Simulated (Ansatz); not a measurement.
Spin states of Cd₃⁻ (the lowest doublet isomer of a short search), each relaxed with r2SCAN/def2-TZVPD in Ansatz. Electronic energies in the gas phase.

In the def2 sets Cd takes a core potential; there is no spin–orbit coupling. LC-ωPBE has ω = 0.4 bohr⁻¹. Correlated methods freeze no core orbitals; core or outer-core shells of Cd are correlated, in sets that lack core-valence functions. In CCSD on the charge -1 quartet the largest single amplitude is 0.44, so its Hartree–Fock determinant may place the open shell otherwise than the density functionals do. The structure comes from a short search, and lower isomers may exist.

Doublet geometry (D3h within 0.1 Å):

Cartesian coordinates in Å:
```
Cd 0.105 1.443 0.904
Cd 0.411 -1.490 0.722
Cd -0.515 0.047 -1.626
```

Quartet geometry (D∞h within 0.1 Å):

```xyz
3

Cd   -2.516   -0.855   -0.012
Cd    0.001   -0.003   -0.004
Cd    2.515    0.857    0.016
```

⟨S²⟩: doublet 0.75 at PBE0/def2-TZVPD (pure 0.75), quartet 3.76 at PBE0/def2-TZVPD (pure 3.75).

Only these spin states were relaxed. The quartet has other bonds than the doublet, so the gap mixes isomer and spin.

```tsv
level	quartet − doublet (kJ/mol)	lowest of these	remarks
HF/def2-TZVPD	94.4	doublet	–
PBE0/def2-TZVPD	174.5	doublet	HOMO above zero (doublet), HOMO above zero (quartet)
r2SCAN0/def2-TZVPD	165.1	doublet	HOMO above zero (doublet), HOMO above zero (quartet)
LC-ωPBE/def2-TZVPD	135.4	doublet	–
RPA@PBE/def2-TZVPD	179.3	doublet	–
MP2/def2-TZVPD	217.9	doublet	–
CCSD/def2-TZVPD	193.0	doublet	–
CCSD(T)/def2-TZVPD	204.7	doublet	–
```
